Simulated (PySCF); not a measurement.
**Towards the basis-set limit for SiBr**

State: ²Π, doublet, unpaired electrons π ↑. De refers to Si + Br. ROHF-based CCSD(T) in PySCF 2.14 with Si cc-pV(T+d)Z, Br cc-pVTZ-PP with ECP10 and Si cc-pV(Q+d)Z, Br cc-pVQZ-PP with ECP10 (frozen core orbitals: 14; scalar-relativistic core potentials). Correlation energies are extrapolated as n⁻³ (n = 3, 4), Hartree–Fock as (n+1)·exp(−9√n).

```json
{"Level": "CCSD(T)/TZ", "Re (Å)": "2.2399", "ωe (cm⁻¹)": "422.4", "ωexe (cm⁻¹)": "1.37", "αe (cm⁻¹)": "0.000794", "De (eV)": "3.630"}
{"Level": "CCSD(T)/QZ", "Re (Å)": "2.2316", "ωe (cm⁻¹)": "423.2", "ωexe (cm⁻¹)": "1.40", "αe (cm⁻¹)": "0.000815", "De (eV)": "3.776"}
{"Level": "HF/CBS", "Re (Å)": "2.2444", "ωe (cm⁻¹)": "413.3", "ωexe (cm⁻¹)": "1.37", "αe (cm⁻¹)": "0.000815", "De (eV)": "2.676"}
{"Level": "MP2/CBS", "Re (Å)": "2.2202", "ωe (cm⁻¹)": "430.9", "ωexe (cm⁻¹)": "1.40", "αe (cm⁻¹)": "0.000815", "De (eV)": "3.959"}
{"Level": "CCSD/CBS", "Re (Å)": "2.2251", "ωe (cm⁻¹)": "427.0", "ωexe (cm⁻¹)": "1.41", "αe (cm⁻¹)": "0.000819", "De (eV)": "3.720"}
{"Level": "CCSD(T)/CBS", "Re (Å)": "2.2275", "ωe (cm⁻¹)": "424.7", "ωexe (cm⁻¹)": "1.42", "αe (cm⁻¹)": "0.000822", "De (eV)": "3.876"}
```

Task: How much is left between CCSD(T)/QZ and the basis-set limit, and how much do the triples give at the limit?

Result: CCSD(T)/CBS less CCSD(T)/QZ: -4.1 mÅ in Re, +1.5 cm⁻¹ in ωe and +0.100 eV in De. CCSD(T)/CBS less CCSD/CBS: +2.4 mÅ in Re, -2.3 cm⁻¹ in ωe and +0.156 eV in De.

The T1 diagnostic is 0.022. The state was picked by a PBE0 search and need not be the measured ground state. Spin–orbit coupling, excitations beyond (T) and corrections to the Born–Oppenheimer picture are left out.

The whole job (state search and all basis sets along the bond) took about 7.2 min on 4 threads of Arm Neoverse V1 (shared host), peak memory 9.9 GiB.
